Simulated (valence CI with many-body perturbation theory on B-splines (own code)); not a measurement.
# E1 line list for Te³⁹⁺

Calculated by relativistic CI+MBPT: three valence electrons over a frozen Dirac-Fock core [Ne], radial functions for each j: 11 s, 11 p, 9 d, 7 f, 5 g, 2 h, 1 i, with the one-electron correlation potential Σ1 (screened to all orders), the two-electron term Σ2, the three-electron term Σ3, Breit, model QED; selected single and double excitations, second order for the rest (own B-spline code, finite nucleus).

No measured spectrum was set against this ion. As an estimate, large intervals hold to a few tenths of a per cent, small ones and those within an open d or f shell to about a per cent.

Lines 151 to 200 of 288 in falling wavelength, among levels below 545.31 eV, chosen from the strongest by gf and those to the six lowest levels. Wavelengths and rates use the calculated energies. Electric multipoles are in the length gauge, E1 and E2 with the static RPA response of the core. Weak lines are less certain than strong ones. Lines between different terms over intervals too small for the method are left out, as are lines whose strength nearly cancels. The highest levels of a list are the least certain.

Levels are named by their leading jj configuration (3d3/2^4 stands for four electrons in 3d with j = 3/2), which in mixed levels can hold well under half, so a name can repeat and another be missing. Letters in brackets count levels of one name in rising energy.

| λ vac (nm) | Upper | Lower | A (s⁻¹) | log gf | Branch % |
| --- | --- | --- | --- | --- | --- |
| 6.812 | (3s 3p1/2 3p3/2) J=1/2 | (3s^2 3p1/2) J=1/2 | 2.67e+11 | -0.43 | 96.0 |
| 6.802 | (3s 3p3/2 3d3/2) J=1/2 [b] | (3s^2 3d3/2) J=3/2 | 2.60e+11 | -0.44 | 58.0 |
| 6.794 | (3s 3p3/2^2) J=1/2 | (3s^2 3p3/2) J=3/2 | 1.90e+11 | -0.58 | 97.8 |
| 6.791 | (3p3/2^3) J=3/2 | (3s 3p3/2^2) J=1/2 | 9.57e+10 | -0.58 | 17.2 |
| 6.744 | (3p1/2 3p3/2^2) J=5/2 | (3s 3p1/2 3p3/2) J=5/2 | 2.60e+10 | -0.97 | 16.1 |
| 6.714 | (3s 3d3/2^2) J=3/2 | (3s 3p1/2 3d5/2) J=5/2 [b] | 2.65e+10 | -1.15 | 9.6 |
| 6.617 | (3s 3p3/2^2) J=3/2 | (3s^2 3p3/2) J=3/2 | 3.82e+11 | 0.00 | 99.9 |
| 6.589 | (3p1/2 3p3/2 3d5/2) J=3/2 [b] | (3s 3p1/2 3d5/2) J=5/2 [b] | 3.13e+10 | -1.09 | 8.7 |
| 6.520 | (3s 3p1/2 3d3/2) J=3/2 [a] | (3s 3p1/2^2) J=1/2 | 1.30e+10 | -1.48 | 51.8 |
| 6.515 | (3p1/2 3p3/2 3d3/2) J=5/2 [b] | (3s 3p1/2 3d3/2) J=5/2 | 2.84e+10 | -0.97 | 8.7 |
| 6.503 | (3p1/2 3p3/2^2) J=3/2 | (3s 3p1/2 3p3/2) J=5/2 | 5.51e+09 | -1.85 | 1.5 |
| 6.483 | (3s 3p3/2 3d3/2) J=3/2 [a] | (3s 3p1/2 3p3/2) J=3/2 [b] | 2.46e+07 | -4.21 | 0.0 |
| 6.478 | (3s 3p3/2 3d3/2) J=5/2 [a] | (3s 3p1/2 3p3/2) J=3/2 [b] | 7.69e+09 | -1.54 | 2.8 |
| 6.460 | (3s 3p3/2 3d3/2) J=1/2 [a] | (3s 3p1/2 3p3/2) J=3/2 [b] | 7.24e+09 | -2.04 | 3.7 |
| 6.427 | (3p1/2 3p3/2 3d3/2) J=3/2 [a] | (3p1/2^2 3p3/2) J=3/2 | 3.35e+10 | -1.08 | 17.5 |
| 6.409 | (3s 3p3/2 3d5/2) J=1/2 | (3s^2 3d3/2) J=3/2 | 7.25e+10 | -1.05 | 25.5 |
| 6.394 | (3p1/2 3p3/2 3d5/2) J=5/2 [b] | (3s 3p1/2 3d5/2) J=5/2 [a] | 3.19e+10 | -0.93 | 10.6 |
| 6.383 | (3p3/2^3) J=3/2 | (3s^2 3d5/2) J=5/2 | 3.77e+10 | -1.04 | 6.8 |
| 6.380 | (3p1/2 3p3/2^2) J=5/2 | (3s 3p1/2 3p3/2) J=3/2 [a] | 3.98e+09 | -1.84 | 2.5 |
| 6.296 | (3s 3d3/2^2) J=3/2 | (3s 3p1/2 3d3/2) J=1/2 | 7.22e+10 | -0.77 | 26.2 |
| 6.291 | (3p1/2 3p3/2 3d3/2) J=5/2 [b] | (3s 3p1/2 3d3/2) J=3/2 [a] | 3.55e+10 | -0.90 | 10.9 |
| 6.271 | (3s 3p3/2 3d5/2) J=3/2 [a] | (3s 3p1/2 3p3/2) J=1/2 | 4.69e+10 | -0.96 | 28.1 |
| 6.224 | (3s 3p3/2 3d5/2) J=3/2 [b] | (3s 3p3/2^2) J=5/2 | 9.18e+10 | -0.67 | 26.0 |
| 6.189 | (3s 3d3/2 3d5/2) J=7/2 [a] | (3s 3p1/2 3d5/2) J=5/2 [b] | 3.91e+10 | -0.75 | 13.1 |
| 6.186 | (3p1/2 3p3/2 3d5/2) J=3/2 [b] | (3s 3p1/2 3d3/2) J=1/2 | 8.91e+10 | -0.69 | 24.6 |
| 6.172 | (3s 3p3/2 3d5/2) J=5/2 [b] | (3s 3p3/2^2) J=5/2 | 5.28e+10 | -0.74 | 13.0 |
| 6.164 | (3p1/2 3p3/2^2) J=3/2 | (3s 3p1/2 3p3/2) J=3/2 [a] | 7.06e+10 | -0.79 | 19.7 |
| 6.149 | (3p1/2 3p3/2^2) J=1/2 | (3s 3p1/2 3p3/2) J=3/2 [a] | 8.43e+09 | -2.02 | 4.0 |
| 6.120 | (3s 3d3/2^2) J=5/2 | (3s 3p1/2 3d3/2) J=3/2 [b] | 1.91e+11 | -0.19 | 46.7 |
| 6.020 | (3s 3p3/2 3d5/2) J=3/2 [a] | (3s 3p1/2 3p3/2) J=3/2 [b] | 3.95e+10 | -1.07 | 23.7 |
| 6.019 | (3s 3p3/2 3d3/2) J=3/2 [a] | (3s 3p1/2 3p3/2) J=5/2 | 3.96e+10 | -1.07 | 17.8 |
| 6.014 | (3s 3p3/2 3d3/2) J=5/2 [a] | (3s 3p1/2 3p3/2) J=5/2 | 1.78e+11 | -0.24 | 65.3 |
| 6.005 | (3s 3d3/2 3d5/2) J=5/2 [a] | (3s 3p1/2 3d5/2) J=3/2 | 3.12e+10 | -1.00 | 8.9 |
| 6.002 | (3s 3d3/2 3d5/2) J=7/2 [a] | (3s 3p1/2 3d5/2) J=7/2 | 1.49e+11 | -0.19 | 49.8 |
| 5.973 | (3s 3p3/2 3d3/2) J=3/2 [b] | (3s 3p1/2 3p3/2) J=1/2 | 1.27e+11 | -0.56 | 33.9 |
| 5.964 | (3s 3p3/2 3d3/2) J=7/2 | (3s 3p1/2 3p3/2) J=5/2 | 1.73e+11 | -0.13 | 92.9 |
| 5.934 | (3s 3p3/2 3d5/2) J=5/2 [a] | (3s 3p1/2 3p3/2) J=3/2 [b] | 2.57e+09 | -2.09 | 1.7 |
| 5.919 | (3s 3d3/2 3d5/2) J=3/2 [a] | (3s 3p1/2 3d5/2) J=3/2 | 3.82e+10 | -1.10 | 11.7 |
| 5.884 | (3p1/2 3p3/2 3d3/2) J=3/2 [b] | (3p1/2^2 3p3/2) J=3/2 | 2.26e+11 | -0.33 | 68.0 |
| 5.879 | (3p1/2 3p3/2 3d3/2) J=5/2 [b] | (3p1/2^2 3p3/2) J=3/2 | 1.09e+11 | -0.47 | 33.7 |
| 5.864 | (3s 3d3/2 3d5/2) J=7/2 [b] | (3s 3p1/2 3d5/2) J=5/2 [b] | 9.17e+10 | -0.42 | 40.4 |
| 5.850 | (3s 3d3/2 3d5/2) J=5/2 [a] | (3s 3p1/2 3d5/2) J=7/2 | 3.05e+10 | -1.03 | 8.8 |
| 5.846 | (3s 3d3/2 3d5/2) J=7/2 [a] | (3s 3p1/2 3d5/2) J=5/2 [a] | 3.96e+10 | -0.79 | 13.3 |
| 5.844 | (3s 3d3/2 3d5/2) J=3/2 [b] | (3s 3p1/2 3d5/2) J=5/2 [b] | 7.96e+10 | -0.79 | 21.9 |
| 5.823 | (3s 3d3/2 3d5/2) J=3/2 [b] | (3s 3p1/2 3d5/2) J=3/2 | 1.14e+11 | -0.63 | 31.4 |
| 5.821 | (3p3/2^2 3d3/2) J=1/2 | (3s 3p1/2 3d5/2) J=3/2 | 2.51e+11 | -0.59 | 68.7 |
| 5.814 | (3s 3d3/2 3d5/2) J=9/2 | (3s 3p1/2 3d5/2) J=7/2 | 9.05e+10 | -0.34 | 39.1 |
| 5.804 | (3s 3p1/2 3d3/2) J=1/2 | (3s 3p1/2^2) J=1/2 | 2.70e+11 | -0.56 | 96.0 |
| 5.783 | (3s 3p1/2 3d3/2) J=3/2 [b] | (3s 3p1/2^2) J=1/2 | 2.48e+11 | -0.30 | 93.5 |
| 5.780 | (3s 3d3/2^2) J=1/2 | (3s 3p1/2 3d3/2) J=3/2 [b] | 2.86e+11 | -0.54 | 61.0 |

**Question.** How does gf follow from A for the line at 6.164 nm?

**Answer.** gf = 1.4992 × (2J+1)_upper × A / σ², with σ = 1622217 cm⁻¹ and 2J+1 = 4: gf = 0.161.
